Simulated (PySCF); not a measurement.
**Ions at one geometry of [Pb(PH3)]2+**

PySCF 2.14.0, RKS PBE0, Pb def2-SVP with ECP60, P def2-SVP, H def2-SVP; non-relativistic Hamiltonian with scalar-relativistic core potentials where named; density fitting; no spin-orbit coupling; singlets restricted, open shells unrestricted. The geometry is relaxed for charge +2, singlet, vacuum:

```xyz
5

Pb    0.0000    0.0000   -0.3189
P     0.0000    0.0000    2.5755
H     1.3058    0.0000    3.1301
H    -0.6529    1.1308    3.1301
H    -0.6529   -1.1308    3.1301
```

Energies count from the relaxed state; an electron taken off or put on is at rest in vacuum. Charges and spins are Mulliken's.

| state | energy (eV) | spin squared | charge on Pb1 (e) | spin on Pb1 (e) | dipole about the centre of mass (D) |
| --- | --- | --- | --- | --- | --- |
| charge +2, singlet, vacuum | 0.00 | 0.00 | 1.46 | 0.00 | 5.51 |
| charge +1, doublet, vacuum | -12.02 | 0.75 | 0.67 | 1.00 | 4.36 |

Task: What does the state charge +3, doublet, vacuum give?

Result: energy (eV) 21.21, spin squared 0.75, charge on Pb1 (e) 1.85, spin on Pb1 (e) 0.21, dipole about the centre of mass (D) 11.48.

With an electron taken off (doublet) the charges change, summed by element, by Pb +0.39 e, P +0.30 e, H +0.31 e. The vertical ionisation energy is 21.21 eV, against −ε(HOMO) = 18.96 eV of the relaxed state. The level lies 2.3 eV too high, as is usual for semilocal functionals and global hybrids, which keep a self-interaction error.

With an electron put on (doublet) the charges change, summed by element, by Pb -0.80 e, P -0.00 e, H -0.20 e. The vertical electron affinity is 12.02 eV, against −ε(LUMO) = 14.08 eV of the relaxed state.

Open shells may have lower solutions than those found.
